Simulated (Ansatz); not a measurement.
Calculated with Ansatz (gas phase, PBE0-D4/def2-TZVP geometries, no zero-point term in ΔE). CBS: MP2 limit from def2 TZ/QZ plus the TZ coupled-cluster correction, frozen cores. DFT in def2-TZVPP. One conformer a species, not always the lowest.

Reaction (redistribution): `CB[SiH2]S` + `F[Si]1([AlH2])C[SiH2]1` → `CB[SiH2][AlH2]` + `F[Si]1(S)C[SiH2]1`

`CB[SiH2]S`:

Z-matrix (Å, degrees):
```
C
B 1 1.547
H 1 1.092 2 114.7
H 1 1.106 2 102.9 3 -113.9
H 1 1.091 2 116.2 3 130.8
Si 2 2.016 1 124.3 3 -153.4
H 2 1.201 1 119.2 3 30.3
S 6 2.149 2 108.6 1 1.6
H 6 1.492 2 110.1 1 122.4
H 6 1.492 2 111.0 1 -119.7
H 8 1.343 6 95.9 2 179.7
```

`F[Si]1([AlH2])C[SiH2]1`:

Z-matrix (Å, degrees):
```
Si
C 1 1.908
Al 1 2.622 2 99.5
Si 1 2.540 2 47.0 3 24.5
H 1 1.482 2 111.3 3 126.8
H 1 1.484 2 110.8 3 -106.1
H 2 1.090 1 110.4 3 89.0
H 2 1.088 1 117.1 3 -141.8
H 3 1.583 1 123.9 2 122.1
H 3 1.589 1 103.8 2 -86.3
F 4 1.609 1 105.2 2 96.9
```

`CB[SiH2][AlH2]`:

```xyz
12

C    -1.684   -1.107   -0.082
B    -0.192   -1.066    0.357
Si    0.716    0.582    1.011
Al    1.587    1.542   -1.083
H    -1.851   -1.700   -0.986
H    -2.186   -0.143   -0.172
H    -2.198   -1.662    0.719
H     0.466   -2.065    0.243
H    -0.219    1.584    1.607
H     1.848    0.346    1.952
H     3.102    1.344   -1.518
H     0.610    2.344   -2.049
```

`F[Si]1(S)C[SiH2]1`:

```xyz
10

F     0.376    2.086    1.052
Si    0.361    0.887   -0.005
S     1.941    1.026   -1.398
C    -0.030   -0.786    0.711
Si   -1.462   -0.307   -0.493
H     2.903    0.710   -0.509
H    -0.336   -0.816    1.757
H     0.600   -1.635    0.455
H    -2.766   -0.073    0.172
H    -1.586   -1.094   -1.742
```

(1) Is it downhill or uphill in electronic energy at CCSD(T)/CBS, and by how much? (An estimate is asked.)

(2) What do these levels give: PBE-D4, ωB97X-V, PBE, HF/def2-TZVPP, SCS-MP2/def2-TZVPP, HF/CBS(def2)? (Estimate.)

Largest T1 diagnostic among the species: 0.015.

Results:

(1) Computed: Uphill: ΔE = +37.4 kJ/mol.

(2) Computed: PBE-D4 43.6, ωB97X-V 30.8, PBE 41.0, HF/def2-TZVPP 16.3, SCS-MP2/def2-TZVPP 32.6, HF/CBS(def2) 16.6 kJ/mol.

The D4 term adds +4.4 kJ/mol with B3LYP and +2.1 kJ/mol with PBE0; it sums over pairs of atoms, weighted by their polarisabilities, and B3LYP, whose exchange is more repulsive, gets the larger term. In def2-TZVPP, CCSD(T) changes the Hartree–Fock value by +19.7 kJ/mol (the triples alone add +4.3 kJ/mol) and MP2 by +18.1 kJ/mol.

B3LYP here is the variant with VWN-RPA as its local correlation; programs differ in this.
